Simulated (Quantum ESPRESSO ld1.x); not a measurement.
Values are calculated unless marked as measured or tabulated.
Problem. Er58+, 10 electrons, occupied as [Ne] (the NIST ground configuration). Code: ld1.x of Quantum ESPRESSO 7.5. Model: scalar-relativistic Kohn-Sham, revPBE, spin-unpolarised, spherical densities, point nucleus. Some entries of the table are withheld. Estimate them.

| orbital | occ. | eigenvalue (eV) | <r^2> (bohr^2) |
|---|---|---|---|
| 1s | 2 | (1) | (2) |
| 2s | 2 | -14137.6 | (3) |
| 2p | 6 | -13069.5 | 0.006863 |

Solution. 
(1) 1s eigenvalue (eV): -62169.0
(2) 1s <r^2> (bohr^2): 0.0005665
(3) 2s <r^2> (bohr^2): 0.008515
